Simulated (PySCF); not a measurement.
GeH5O3P. Atoms are numbered in the order given.

```xyz
10

O     -0.3793     0.0968     1.8622
Ge    -0.2540     0.0161     0.0911
O     -1.1097     1.5038    -0.4027
O     -1.1098    -1.4382    -0.4686
P      1.8847    -0.1447    -0.7937
H     -0.7782     0.9365     2.1330
H     -1.2914     1.5408    -1.3514
H     -1.8658    -1.6431     0.0999
H      2.1885    -1.2725     0.0286
H      2.3953     0.7952     0.1539
```

The structure is a stationary point at B3LYP-D3(BJ)/def2-SVP. The structure was generated by enumeration, and PubChem lists no compound with its InChIKey, so it may never have been made. Other conformers were not sampled.

Computed with CAM-B3LYP/def2-TZVP run with PySCF.

Atomic charges (e):

```csv
atom,Mulliken,Löwdin,IAO
O1,-0.56,-0.24,-0.78
Ge2,0.77,0.10,1.31
O3,-0.56,-0.25,-0.79
O4,-0.56,-0.24,-0.78
P5,-0.21,0.07,-0.06
H6,0.32,0.17,0.37
H7,0.32,0.17,0.36
H8,0.32,0.17,0.36
H9,0.09,0.03,0.00
H10,0.08,0.02,0.00
```
